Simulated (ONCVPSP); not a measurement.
**How hard is this V (Z = 23) ONCV potential?**

V, optimised norm-conserving Vanderbilt (ONCV), made with ONCVPSP 4.0.1 (PBE, non-relativistic). Core [Ne], reference 3s2 3p6 3d3 4s1 (charge +1). Waves: 3s+4s: rc 1.70 bohr, ncon 3, nbas 6, qcut 8.4 1/bohr, 3 projectors, debl 1.1 Ha; 3p: rc 1.65 bohr, ncon 3, nbas 7, qcut 9.4 1/bohr, 2 projectors, debl 2.7 Ha; 3d: rc 2.30 bohr, ncon 4, nbas 9, qcut 8.1 1/bohr, 2 projectors, debl 3.7 Ha; f scattering state at 0.32 Ha: rc 2.50 bohr, ncon 5, nbas 8, qcut 4.6 1/bohr, 2 projectors, debl 2.5 Ha. Local part: polynomial inside 1.35 bohr (lpopt 5, dvloc0 2 Ha). Core correction: none.

Task: For each optimised wave give the share of its norm inside rc, the residual kinetic energy above qcut (Ha) and the cutoffs (Ha) for errors of 10, 1, 0.1 and 0.01 mHa per electron.

Result:

| wave | norm inside rc | residual KE | 10 mHa | 1 mHa | 0.1 mHa | 0.01 mHa |
| --- | --- | --- | --- | --- | --- | --- |
| 3s | 0.964 | 7.5e-08 | 10.8 | 19.2 | 24.2 | 28.2 |
| 4s | 0.073 | 3.5e-08 | 5.3 | 16.4 | 22.8 | 27.5 |
| s projector 3 | 0.096 | 1.0e-07 | 6.1 | 18.8 | 24.7 | 29.1 |
| 3p | 0.923 | 1.9e-09 | 17.8 | 23.4 | 28.4 | 32.7 |
| p projector 2 | 0.074 | 5.1e-10 | 14.3 | 20.4 | 25.6 | 30.4 |
| 3d | 0.885 | 1.4e-08 | 17.9 | 21.7 | 25.0 | 27.5 |
| d projector 2 | 0.172 | 2.1e-06 | 21.7 | 25.6 | 28.6 | 31.0 |
| f projector 1 | 0.095 | 5.5e-05 | 2.8 | 6.4 | 9.7 | 25.7 |
| f projector 2 | 0.218 | 2.6e-02 | 12.4 | 33.8 | 48.2 | 54.1 |

The occupied waves need 23 Ha and 28 Ha for 1 and 0.1 mHa.
